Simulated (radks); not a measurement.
As4+, 29 electrons, occupied as [Ar] 3d10 4s1. Method: Dirac Kohn-Sham, PBE, spin-unpolarised, spherical densities, point nucleus; computed with a radial shooting solver on a logarithmic mesh with Libxc functionals.

Normalised radial functions P(r) = r R(r) (large component), r in bohr:

r	3p3/2	4s1/2
0.004309	0.0072	0.0667
0.006326	0.0149	0.0902
0.009362	0.0309	0.1182
0.01385	0.0626	0.1459
0.02034	0.1205	0.1626
0.0301	0.2234	0.1506
0.0442	0.3791	0.0871
0.06541	0.5780	-0.0436
0.0968	0.7271	-0.2052
0.1421	0.6390	-0.2771
0.2103	0.1203	-0.1135
0.3088	-0.7075	0.2463
0.457	-1.3257	0.4482
0.6763	-1.2180	0.1135
0.9929	-0.6462	-0.5350
1.469	-0.1795	-0.8878
2.175	-0.0211	-0.6249
3.193	-0.0008	-0.1980
4.725	0.0000	-0.0203

3p3/2: eigenvalue -182.23 eV, 1 radial node at r = 0.224 bohr, <r> = 0.619 bohr, 90 % of the charge inside 0.949 bohr. 4s1/2: eigenvalue -56.968 eV, 3 radial nodes at r = 0.0585, 0.240, 0.727 bohr, <r> = 1.68 bohr, 90 % of the charge inside 2.44 bohr.
